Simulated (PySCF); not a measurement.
Predicted microwave data (PBE0-D3(BJ)/def2-SVP geometry optimisation, gas phase in PySCF) for one isomer of C4H9BO3:

| Item | Value |
| --- | --- |
| Rotational constants | A = 4902, B = 1282, C = 1127 MHz |
| Dipole components | \|μa\| = 0.97 D, \|μb\| = 1.96 D, \|μc\| = 0.03 D |
| Inertial defect | -48.85 u·Å² |
| κ | -0.92 |

Question: Which candidate fits, each taken in the one conformer that was computed?
A. `[CH3:1][CH2:2][O:3][B:4]1[O:5][CH2:6][CH2:7][O:8]1` with C1–C2–O3–B4 -85°, C2–O3–B4–O5 -2°, O3–B4–O5–C6 -175°, B4–O5–C6–C7 -11°, O5–C6–C7–O8 13°, C6–C7–O8–B4 -10°
B. `[CH3:1][O:2][B:3]1[O:4][CH2:5][CH2:6][CH2:7][O:8]1` with C1–O2–B3–O4 -178°, O2–B3–O4–C5 179°, B3–O4–C5–C6 -26°, O4–C5–C6–C7 52°, C5–C6–C7–O8 -53°
C. `[CH3:1][O:2][C@H:3]1[CH2:4][CH2:5][O:6][BH:7][O:8]1` with C1–O2–C3–C4 176°, O2–C3–C4–C5 67°, C3–C4–C5–O6 53°, C4–C5–O6–B7 -27°, C5–O6–B7–O8 1°
D. `[CH3:1][O:2][B:3]([OH:4])[O:5][CH:6]1[CH2:7][CH2:8]1` with C1–O2–B3–O4 -1°, O2–B3–O4–H 179°, O2–B3–O5–C6 0°, B3–O5–C6–C7 -37°
E. `[CH3:1][O:2][C@@H:3]1[CH2:4][O:5][B:6]([CH3:7])[O:8]1` with C1–O2–C3–C4 -178°

Answer: A. It is CCOB1OCCO1, a near-prolate asymmetric top, point group C1. The candidates at the same level (rigid rotor, commonest isotopes):

```
           SMILES  A (MHz)  B (MHz)  C (MHz)  μa (D)  μb (D)  μc (D)  Δ (u·Å²)  point group                        rotor
     COB(O)OC1CC1     3459     1490     1144    0.08    0.06    0.05    -43.44      near Cs               asymmetric top
   CO[C@H]1CCOBO1     3686     1754     1481    1.38    1.92    0.72    -84.07           C1               asymmetric top
       COB1OCCCO1     4377     1517     1184    2.05    1.85    0.03    -21.54           C1               asymmetric top
CO[C@@H]1COB(C)O1     3911     1491     1183    1.38    0.01    0.89    -40.83           C1               asymmetric top
       CCOB1OCCO1     4902     1282     1127    0.97    1.96    0.03    -48.85           C1  near-prolate asymmetric top
```

`CO[C@H]1CCOBO1` has B 37 % too high; `COB(O)OC1CC1` has A 29 % too low; `CO[C@@H]1COB(C)O1` has A 20 % too low; `COB1OCCCO1` has B 18 % too high. No structure here is proved a minimum.
